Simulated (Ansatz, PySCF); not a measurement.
Molecule: TeI₂, charge 1, multiplicity 2. 
Geometry from a B3LYP-D3(BJ)/def2-TZVP (Ansatz, a program for electronic structure) optimisation:
```
Te
I 1 2.6453
I 1 2.6453 2 104.62
```
Charge +1, spin multiplicity 2.

Total electronic energies in hartree. Cores are frozen in the correlated levels unless marked. UHF or UKS for open shells. No spin-orbit coupling. Frozen are the shells of the preceding noble gas and the d and f shells that filled before the atom's block. Past Kr the def2 sets carry scalar-relativistic core potentials. STO-3G rows are all-electron and non-relativistic. Basis-set limits of correlation are two-point, X^-3; Hartree-Fock from the larger set. [CCSD(T)-MP2]/basis is that difference in the basis named.

| level | program | energy (Eh) |
|---|---|---|
| HF/def2-SVPD | Ansatz | -860.05978 |
| HF/def2-TZVPD | PySCF | -860.09751 |
| HF-D3(BJ)/def2-TZVPD | PySCF + dftd3 | -860.13741 |
| BLYP/def2-TZVPD | PySCF | -863.05943 |
| revPBE/def2-TZVPD | Ansatz | -863.34305 |
| B97M-V/def2-TZVPD | Ansatz | -863.16481 |
| B3LYP-D3(BJ)/def2-TZVPD | Ansatz + dftd3 | -863.49141 |
| B3LYP-D4/def2-TZVPD | Ansatz + dftd4 | -863.48949 |
| B3LYP/def2-TZVPD | Ansatz | -863.48048 |
| PBE0-D3(BJ)/def2-TZVP | Ansatz + dftd3 | -863.24527 |
| TPSSh-D3(BJ)/def2-TZVPD | PySCF + dftd3 | -862.94755 |
| r2SCAN0/def2-TZVPD | Ansatz | -863.45611 |
| M06-2X/def2-TZVPD | PySCF | -862.95838 |
| HSE06/def2-TZVPD | Ansatz | -863.23728 |
| B2GP-PLYP-D4/def2-TZVPD | Ansatz + dftd4 | -862.14416 |
| MP2/def2-TZVPP | Ansatz | -860.47533 |
| RI-MP2/def2-TZVPP | Ansatz | -860.47533 |
| RI-MP2/def2-TZVPPD | Ansatz | -860.47876 |
| SCS-MP2/STO-3G | Ansatz | -20248.39289 |
| SCS-MP2/def2-TZVPPD | Ansatz | -860.47204 |
| CCSD/def2-TZVPP | Ansatz | -860.51388 |
| CCSD(T)/def2-TZVPPD | Ansatz | -860.53968 |
| RI-MP2/CBS(def2-TZVPPD,def2-QZVPPD)+[CCSD(T)-MP2]/def2-TZVPPD | Ansatz | -860.6325 |

Totals of different functionals don't rank their quality; only differences between species are comparable.
